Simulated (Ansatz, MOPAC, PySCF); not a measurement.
Pair of molecules: CH5N (SMILES CN) (first 7 atoms) with CH2F2 (SMILES FCF); geometry from B3LYP-D3(BJ)/def2-TZVP, rigid monomers moved along the line of their centres of mass till N2···H11 is 4.20 Å.
(charge 0, multiplicity 1):
```xyz
12

C     -0.282    -0.601    -0.167
N      0.259     0.615     0.447
H     -1.031    -1.033     0.498
H      0.518    -1.334    -0.277
H     -0.742    -0.452    -1.152
H     -0.470     1.309     0.566
H      0.968     1.032    -0.144
F     -1.262    -1.390     5.123
C     -0.148    -0.669     5.467
F     -0.543     0.353     6.284
H      0.282    -0.252     4.556
H      0.518    -1.323     6.032
```

Counterpoise-corrected where a basis set is named; no monomer relaxation. Rows marked so take none.

Frozen-core correlation. Rows in 3-21G, 6-31G* carry no dispersion term and start afresh at each structure (6-31G* with six Cartesian d functions). MP2/6-31G* freezes PySCF's default core. The state that PM3, PM7 reach isn't checked; PM7 holds dispersion and hydrogen-bond terms.

Programs: Ansatz (an electronic-structure program) with Gaussian orbitals; MOPAC for PM3, PM7 (differences of heats of formation); PySCF for 3-21G rows, 6-31G* rows, the dispersion terms. 

Other levels give for the interaction energy: PBE/def2-TZVPPD -3.1; B3LYP/def2-TZVPPD -2.8; B3LYP-D3(BJ)/def2-TZVPPD -3.5; wB97M-V/def2-TZVPPD -3.7; CCSD(T)/aug-cc-pVDZ -3.6 kJ/mol.

Task: What do these common cheap choices give for the same quantity: PM3, PM7, HF/6-31G*, HF/6-31G* (no counterpoise), B3LYP/3-21G (no counterpoise), B3LYP/6-31G*, B3LYP/6-31G* (no counterpoise), MP2/6-31G* (no counterpoise)?

Result: PM3 -1.8; PM7 -4.4; HF/6-31G* -3.3; HF/6-31G* (no counterpoise) -3.6; B3LYP/3-21G (no counterpoise) -2.9; B3LYP/6-31G* -2.5; B3LYP/6-31G* (no counterpoise) -2.8; MP2/6-31G* (no counterpoise) -3.5 kJ/mol. They span -4.4 to -1.8 kJ/mol.
